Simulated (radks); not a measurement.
Values are calculated unless marked as measured or tabulated.
Question: Valence configurations of Te IV (all share [Kr]). Level of theory: Dirac Kohn-Sham, PBE, spin-unpolarised, spherical densities, point nucleus; open shells fill j = l - 1/2 first (a radial shooting solver on a logarithmic mesh with Libxc functionals). Order these by energy: 4d10 5s2 5p1; 4d9.5 5s1.5 5p2; 4d8.5 5s2 5p2.5; 4d9.5 5s2 5p1.5; 4d10 5s0.5 5p2.5; 4d9 5s2 5p2; 4d9.5 5s1 5p2.5; 4d10 5s1 5p2; 4d8 5s2 5p3; 4d9 5s1 5p3.

Answer: From the lowest, in eV above it: 4d10 5s2 5p1 0.000; 4d10 5s1 5p2 10.258; 4d10 5s0.5 5p2.5 16.042; 4d9.5 5s2 5p1.5 20.168; 4d9.5 5s1.5 5p2 25.421; 4d9.5 5s1 5p2.5 31.344; 4d9 5s2 5p2 41.502; 4d9 5s1 5p3 53.655; 4d8.5 5s2 5p2.5 64.715; 4d8 5s2 5p3 89.175. NIST lists [Kr] 4d10 5s2 5p1 as the ground configuration; this level of theory agrees among the configurations tried. The energies are those of spherical spin-averaged densities, not of single terms.
